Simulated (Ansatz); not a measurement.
Reaction (ligand exchange at a B–C bond): `BC(B)[SiH3]` + `N=C(O)[SiH3]` → `B/N=C(/O)[SiH3]` + `BC[SiH3]`

Program: Ansatz. Geometries: PBE0-D4/def2-TZVP. ΔE: electronic, gas phase. CCSD(T)/CBS is the MP2 limit (def2-TZVPP, def2-QZVPP) plus CCSD(T) − MP2 in def2-TZVPP, frozen cores. DFT in def2-TZVPP. HSE06 is defined as in plane-wave codes. Each species was taken in one conformer, which may not be the lowest.

(1) Is it downhill or uphill in electronic energy at CCSD(T)/CBS, and by how much? (Best estimate.)

(2) What do these levels give: LDA (SPW92), revPBE-D4, PBE0-D4, r2SCANh-D4, HSE06-D4, ωB97M-V, r2SCANh, HSE06, HF/def2-SVP, HF/def2-QZVPP, MP2/CBS(def2), CCSD/CBS(def2)? (Best estimate.)

(3) What do rigid-rotor, harmonic-oscillator terms from PBE0-D4/def2-TZVP frequencies (298.15 K, 1 bar) make of the CCSD(T)/CBS value? (An estimate is asked.)

Largest T1 diagnostic among the species: 0.015.

## Answers

(1) Computed: Downhill: ΔE = -72.1 kJ/mol.

(2) Computed: LDA (SPW92) -84.2, revPBE-D4 -79.6, PBE0-D4 -78.3, r2SCANh-D4 -80.2, HSE06-D4 -78.8, ωB97M-V -75.1, r2SCANh -80.6, HSE06 -80.5, HF/def2-SVP -99.7, HF/def2-QZVPP -85.1, MP2/CBS(def2) -72.2, CCSD/CBS(def2) -73.4 kJ/mol.

(3) Computed: ΔZPE = -3.0 kJ/mol, ΔH = -73.9 kJ/mol, ΔS = 13 J/(mol·K), ΔG = -77.6 kJ/mol.

From PBE to PBE0 (25 % exact exchange), in def2-TZVPP and without D4, ΔE moves by +5.0 kJ/mol. The D4 term adds +4.1 kJ/mol with B3LYP and +1.9 kJ/mol with PBE0; it sums over pairs of atoms, weighted by their polarisabilities, and B3LYP, whose exchange is more repulsive, gets the larger term.

B3LYP here is the variant with VWN-RPA as its local correlation; programs differ in this.
